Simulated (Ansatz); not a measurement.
Consider the ligand exchange at a B–C bond: `NCB(O)Cl` + CH₃SH → `CSB(O)Cl` + CH₃NH₂.

Isolated molecules relaxed with PBE0-D4/def2-TZVP in Ansatz; ΔE leaves out vibrations. CBS: MP2 limit from def2 TZ/QZ plus the TZ coupled-cluster correction, frozen cores. This one scheme is used for every species. DFT in def2-TZVPP. B3LYP here is the variant with VWN-RPA as its local correlation; programs differ in this. Each species was taken in one conformer, which may not be the lowest.

`NCB(O)Cl`:

Z-matrix (Å, degrees):
```
C
B 1 1.572
N 1 1.451 2 114.9
H 1 1.108 2 104.6 3 -125.8
H 1 1.099 2 108.4 3 122.5
Cl 2 1.767 1 120.4 3 27.5
O 2 1.348 1 123.7 3 -156.1
H 3 1.012 1 110.7 2 -41.8
H 3 1.011 1 111.6 2 -162.0
H 7 0.961 2 113.2 1 4.8
```

CH₃SH:

```xyz
6

C     0.375   -0.189   -0.254
S    -0.582    0.165    1.236
H    -0.194   -0.791   -0.962
H     1.242   -0.764    0.071
H     0.725    0.725   -0.732
H    -1.567    0.853    0.640
```

`CSB(O)Cl`:

Z-matrix (Å, degrees):
```
C
S 1 1.810
H 1 1.088 2 110.7
H 1 1.089 2 106.7 3 119.1
H 1 1.088 2 110.7 3 -121.9
B 2 1.789 1 101.3 3 60.6
Cl 6 1.773 2 117.7 1 -180.0
O 6 1.352 2 121.7 1 0.0
H 8 0.962 6 113.0 2 -179.9
```

CH₃NH₂:

Cartesian coordinates in Å:
```
C 0.086 -0.471 -0.306
N -0.336 0.811 0.232
H 0.810 -1.025 0.309
H 0.533 -0.320 -1.291
H -0.788 -1.110 -0.448
H 0.459 1.423 0.361
H -0.763 0.692 1.142
```

```json
{"level": "PBE-D4", "ΔE (kcal/mol)": "-18.1", "difference from CCSD(T)/CBS": "-0.8"}
{"level": "r2SCAN-D4", "ΔE (kcal/mol)": "-18.3", "difference from CCSD(T)/CBS": "-1.0"}
{"level": "PBE0-D4", "ΔE (kcal/mol)": "-17.7", "difference from CCSD(T)/CBS": "-0.4"}
{"level": "B3LYP-D4", "ΔE (kcal/mol)": "-17.5", "difference from CCSD(T)/CBS": "-0.2"}
{"level": "ωB97X-V", "ΔE (kcal/mol)": "-16.8", "difference from CCSD(T)/CBS": "0.5"}
{"level": "ωB97M-V", "ΔE (kcal/mol)": "-16.5", "difference from CCSD(T)/CBS": "0.8"}
{"level": "B2PLYP", "ΔE (kcal/mol)": "-17.6", "difference from CCSD(T)/CBS": "-0.3"}
{"level": "PBE", "ΔE (kcal/mol)": "-17.9", "difference from CCSD(T)/CBS": "-0.6"}
{"level": "r2SCAN", "ΔE (kcal/mol)": "-18.3", "difference from CCSD(T)/CBS": "-1.0"}
{"level": "PBE0", "ΔE (kcal/mol)": "-17.5", "difference from CCSD(T)/CBS": "-0.2"}
{"level": "B3LYP", "ΔE (kcal/mol)": "-17.1", "difference from CCSD(T)/CBS": "0.2"}
{"level": "HF/def2-TZVPP", "ΔE (kcal/mol)": "-16.2", "difference from CCSD(T)/CBS": "1.1"}
{"level": "MP2/def2-TZVPP", "ΔE (kcal/mol)": "-18.3", "difference from CCSD(T)/CBS": "-1.0"}
{"level": "SCS-MP2/def2-TZVPP", "ΔE (kcal/mol)": "-17.8", "difference from CCSD(T)/CBS": "-0.5"}
{"level": "CCSD/def2-TZVPP", "ΔE (kcal/mol)": "-16.4", "difference from CCSD(T)/CBS": "0.9"}
{"level": "CCSD(T)/def2-TZVPP", "ΔE (kcal/mol)": "-17.0", "difference from CCSD(T)/CBS": "0.3"}
{"level": "HF/def2-QZVPP", "ΔE (kcal/mol)": "-16.0", "difference from CCSD(T)/CBS": "1.3"}
{"level": "MP2/def2-QZVPP", "ΔE (kcal/mol)": "-18.5", "difference from CCSD(T)/CBS": "-1.2"}
{"level": "SCS-MP2/def2-QZVPP", "ΔE (kcal/mol)": "-17.9", "difference from CCSD(T)/CBS": "-0.6"}
{"level": "HF/CBS(def2)", "ΔE (kcal/mol)": "-16.0", "difference from CCSD(T)/CBS": "1.3"}
{"level": "MP2/CBS(def2)", "ΔE (kcal/mol)": "-18.7", "difference from CCSD(T)/CBS": "-1.4"}
{"level": "CCSD/CBS(def2)", "ΔE (kcal/mol)": "-16.7", "difference from CCSD(T)/CBS": "0.6"}
{"level": "CCSD(T)/CBS", "ΔE (kcal/mol)": "-17.3", "difference from CCSD(T)/CBS": "0"}
```

Largest T1 diagnostic among the species: 0.012.

In def2-TZVPP, CCSD(T) changes the Hartree–Fock value by −0.7 kcal/mol (the triples alone add −0.6 kcal/mol) and MP2 by −2.1 kcal/mol.
